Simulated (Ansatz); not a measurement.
`NC1=C(CCl)[SiH2]1`, charge 0, multiplicity 1.

(1) Give a relaxed structure at PBE0-D4/def2-TZVP (Ansatz). (An estimate is asked.)

## Answers

(1) Ansatz gave: 
```xyz
12

N    -1.9626   -0.3171   -0.0223
C    -0.7875    0.3426   -0.0465
C     0.5257    0.0525   -0.0415
C     1.3936   -1.1316    0.0172
Cl    0.5014   -2.6218    0.5079
Si    0.2443    1.8232   -0.1634
H    -2.7991    0.1965    0.1833
H    -1.9587   -1.2940    0.2226
H     2.1968   -1.0125    0.7443
H     1.8385   -1.3604   -0.9528
H     0.4114    2.7485    0.9890
H     0.3961    2.5742   -1.4379
```
This is one stationary point; other conformers may exist.
